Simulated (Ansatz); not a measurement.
`B[SiH](F)BO` + HCl → `B[SiH](F)Cl` + `BO` at 700 K and 1 bar (cleavage of the Si–B bond).

Isolated molecules relaxed with PBE0-D4/def2-TZVP in Ansatz; ΔE leaves out vibrations. CCSD(T)/CBS is the MP2 limit (def2-TZVPP, def2-QZVPP) plus CCSD(T) − MP2 in def2-TZVPP, frozen cores. This one scheme is used for every species. One conformer a species, not always the lowest.

```json
{"species": "`B[SiH](F)BO`", "CCSD(T)/CBS energy (Eh)": "-516.69666", "H − E (kJ/mol)": "237.8", "S (J/(mol·K))": "480.6"}
{"species": "HCl", "CCSD(T)/CBS energy (Eh)": "-460.38127", "H − E (kJ/mol)": "38.4", "S (J/(mol·K))": "211.8"}
{"species": "`B[SiH](F)Cl`", "CCSD(T)/CBS energy (Eh)": "-875.32432", "H − E (kJ/mol)": "149.6", "S (J/(mol·K))": "413.6"}
{"species": "`BO`", "CCSD(T)/CBS energy (Eh)": "-101.80414", "H − E (kJ/mol)": "126.4", "S (J/(mol·K))": "277.4"}
```

H − E and S are ideal-gas, rigid-rotor, harmonic terms from PBE0-D4/def2-TZVP, for one conformer and one mirror image of each species. 1 Eh = 2625.50 kJ/mol, R = 8.31446 J/(mol·K).

**Question.** By hand: ΔE, ΔH, ΔS and ΔG.

**Answer.** ΔE = (-875.32432) + (-101.80414) − (-516.69666) − (-460.38127) = -0.05053 Eh = -132.7 kJ/mol. Δ(H − E) = 149.6 + 126.4 − 237.8 − 38.4 = -0.2, so ΔH = -132.9 kJ/mol. ΔS = 413.6 + 277.4 − 480.6 − 211.8 = -1.4 J/(mol·K). ΔG = -132.9 − 700 × (-1.4)/1000 = -131.9 kJ/mol.

**Question.** By hand: the equilibrium constant, and the temperature at which ΔG would vanish if ΔH and ΔS stayed fixed.

**Answer.** log₁₀ K = −ΔG/(RT ln 10) = 9.8. ΔG = 0 at ΔH/ΔS = 94929 K, far beyond where these terms or the molecules hold.

The number of gas molecules stays the same, so ΔS is small and ΔH decides. A doubt of 5 kJ/mol in ΔE shifts log₁₀ K by 0.4 here. Other conformers and mirror images would add mixing entropy, several J/(mol·K) or more a flexible species. Modes under 60 cm⁻¹, often nearly free rotors, make the harmonic entropy too high. These are equilibria of isolated gas molecules and say nothing of rates. Largest T1 diagnostic: 0.015 (customary marks: 0.02 for closed shells, 0.045 for open ones).
